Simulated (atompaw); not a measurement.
## Varying the PAW (atompaw) potential for Ga

Base potential:

```
Element                 : gallium (Ga)
Generator               : atompaw 4.2.0.5
Type                    : PAW
Functional              : LDA (PW92)
Relativity              : scalar-relativistic
Frozen core             : [Ar] 3d10
Valence charge          : 3
Reference configuration : 4s2 4p1
Partial waves           : 4s (bound): rc 1.95 bohr; 4s channel at 1.8 Ry: rc 2.40 bohr; 4p (bound): rc 2.40 bohr; 4p channel at 0.95 Ry: rc 2.40 bohr
Local potential         : bessel scheme, radius 2.00 bohr
Core correction         : smooth core density matched at 2.10 bohr
Augmentation charge     : sinc compensation charge, radius 2.30 bohr; PAW radius 2.40 bohr; waves and projectors: custom polynom2 7 10 vanderbiltortho
```

All-electron outer shells of the reference configuration (LDA (PW92), scalar-relativistic, ld1.x):

```csv
shell,level (eV),outermost node (bohr),outermost maximum (bohr)
3p,-98.66,0.24,0.56
3d,-19.41,–,0.53
4s,-9.17,0.81,1.87
4p,-2.73,0.87,2.53
```

Cutoffs, loose and tight: the cutoffs (Ry, on a coarse ladder) from which the occupation-weighted sum of valence levels, in a spherical-Bessel basis at the reference potential, stays within 10 and 1 mRy of its value at 400 Ry. They see the waves, projectors and local potential, not the compensation charge or the core. A dash means not determined.

| change | outcome | cutoff, loose | cutoff, tight | bound ghosts |
| --- | --- | --- | --- | --- |
| base | generated | 12 Ry | 18 Ry | none |
| all radii scaled by about 0.91 (s 1.78, p 2.20 bohr); local potential bessel scheme, radius 1.82 bohr; augmentation sinc compensation charge, radius 2.10 bohr; PAW radius 2.20 bohr; waves and projectors: custom polynom2 7 10 vanderbiltortho; core correction smooth core density matched at 1.92 bohr | generated | 12 Ry | 18 Ry | none |
| local potential bessel scheme, radius 1.96 bohr | generated | 12 Ry | 18 Ry | none |
| wave 4p channel at 0.95 Ry: rc 2.40 bohr becomes 4p channel at 0.05 Ry: rc 2.40 bohr | generated | 12 Ry | 18 Ry | none |
| wave 4s channel at 1.8 Ry: rc 2.40 bohr becomes 4s channel at 1.8 Ry: rc 1.70 bohr | generated | 12 Ry | 18 Ry | none |
| functional PBE | failed: atompaw: The overlap operator has at least one negative eigenvalue! | – | – | – |
| local potential troulliermartins scheme with l = 2 at -0.5 Ry, radius 2.00 bohr | failed: atompaw: The overlap operator has at least one negative eigenvalue! | – | – | – |
| wave 4s (bound): rc 1.95 bohr becomes 4s (bound): rc 2.28 bohr | generated | 6 Ry | 12 Ry | none |
| augmentation sinc compensation charge, radius 1.38 bohr; PAW radius 2.40 bohr; waves and projectors: custom polynom2 7 10 vanderbiltortho | generated | 12 Ry | 18 Ry | none |
| augmentation sinc compensation charge, radius 2.30 bohr; PAW radius 2.40 bohr; waves and projectors: modrrkj vanderbiltortho | failed: atompaw: The overlap operator has at least one negative eigenvalue! | – | – | – |
| core correction smooth core density matched at 1.04 bohr | generated | 12 Ry | 18 Ry | none |
| all radii scaled by about 0.84 (s 1.64, p 2.02 bohr); local potential bessel scheme, radius 1.70 bohr; augmentation sinc compensation charge, radius 1.94 bohr; PAW radius 2.02 bohr; waves and projectors: custom polynom2 7 10 vanderbiltortho; core correction smooth core density matched at 1.78 bohr | generated | 15 Ry | 18 Ry | none |

(1) What comes out with this change to the base: augmentation sinc compensation charge, radius 2.30 bohr; PAW radius 2.40 bohr; waves and projectors: custom rrkj gramschmidtortho?

Results:

(1) outcome: generated; cutoff, loose: 6 Ry; cutoff, tight: 10 Ry; bound ghosts: none.
